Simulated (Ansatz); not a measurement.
`F[SiH2][SnH3]` + HCl → `[Cl][SnH3]` + `F[SiH3]` at 500 K and 1 bar (cleavage of the Sn–Si bond).

Calculated with Ansatz (gas phase, PBE0-D4/def2-TZVP geometries, no zero-point term in ΔE). CBS: MP2 limit from def2 TZ/QZ plus the TZ coupled-cluster correction, frozen cores. This one scheme is used for every species. Elements past krypton have def2 core potentials. For Sn outer-core shells are correlated without core-valence functions, which leaves a few kJ/mol of doubt a bond.

```json
{"species": "`F[SiH2][SnH3]`", "CCSD(T)/CBS energy (Eh)": "-605.93962", "H − E (kJ/mol)": "146.0", "S (J/(mol·K))": "395.4"}
{"species": "HCl", "CCSD(T)/CBS energy (Eh)": "-460.38127", "H − E (kJ/mol)": "32.5", "S (J/(mol·K))": "201.9"}
{"species": "`[Cl][SnH3]`", "CCSD(T)/CBS energy (Eh)": "-675.62576", "H − E (kJ/mol)": "83.0", "S (J/(mol·K))": "311.4"}
{"species": "`F[SiH3]`", "CCSD(T)/CBS energy (Eh)": "-390.72345", "H − E (kJ/mol)": "94.1", "S (J/(mol·K))": "267.5"}
```

H − E and S are ideal-gas, rigid-rotor, harmonic terms from PBE0-D4/def2-TZVP. 1 Eh = 2625.50 kJ/mol, R = 8.31446 J/(mol·K).

Q: By hand: ΔE, ΔH, ΔS and ΔG.

A: ΔE = (-675.62576) + (-390.72345) − (-605.93962) − (-460.38127) = -0.02832 Eh = -74.4 kJ/mol. Δ(H − E) = 83.0 + 94.1 − 146.0 − 32.5 = -1.4, so ΔH = -75.8 kJ/mol. ΔS = 311.4 + 267.5 − 395.4 − 201.9 = -18.4 J/(mol·K). ΔG = -75.8 − 500 × (-18.4)/1000 = -66.6 kJ/mol.

Q: By hand: the equilibrium constant, and the temperature at which ΔG would vanish if ΔH and ΔS stayed fixed.

A: log₁₀ K = −ΔG/(RT ln 10) = 7.0. ΔG = 0 at ΔH/ΔS = 4120 K, far beyond where these terms or the molecules hold.

ΔH outweighs TΔS. A doubt of 5 kJ/mol in ΔE shifts log₁₀ K by 0.5 here. These are equilibria of isolated gas molecules and say nothing of rates. Largest T1 diagnostic: 0.013 (customary marks: 0.02 for closed shells, 0.045 for open ones).
